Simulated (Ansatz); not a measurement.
## Abstraction of Br: CHBr3 + CH2Br → CHBr2 + CH2Br2

Species: CHBr3 (bromoform) `BrC(Br)Br`, singlet; CH2Br `[CH2]Br`, doublet; CHBr2 `Br[CH]Br`, doublet; CH2Br2 (dibromomethane) `BrCBr`, singlet. A radical takes Br: the energy is the difference in strength between two C–Br bonds in different surroundings.

Shapes, held fixed at every level: PBE0-D4/def2-TZVP. Programs: Ansatz 0.2.0. The zero-point and thermal change to 298 K, harmonic and unscaled (PBE0-D4/def2-TZVP), is +4.3 kJ/mol.

```csv
level,kind,ΔH(298 K) (kJ/mol),less CCSD(T)/def2-TZVPP
HF/def2-SVP,Hartree–Fock,-30.2,-7.8
HF/def2-TZVPP,Hartree–Fock,-30.0,-7.6
BHLYP-D4/def2-TZVPP,global hybrid,-25.3,-2.9
PBE0-D4/def2-TZVPP,global hybrid,-26.4,-4.0
r2SCAN0-D4/def2-TZVPP,global hybrid,-25.7,-3.3
B2PLYP/def2-TZVPP,double hybrid,-25.5,-3.1
MP2/def2-TZVPP,perturbation theory,-15.9,+6.5
CCSD(T)/def2-TZVPP,coupled cluster or CI,-22.4,0.0
```

The highest level, CCSD(T)/def2-TZVPP, gives ΔH(298 K) = -22.4 kJ/mol; the levels span -30.2 to -15.9. The column of differences is taken from that level and isn't an error. No measured value is set beside it here. Open shells run unrestricted unless RO is named. Relativity is left out for Br unless named. Correlated rows may include outer-core shells of Br, which these sets cover unevenly.
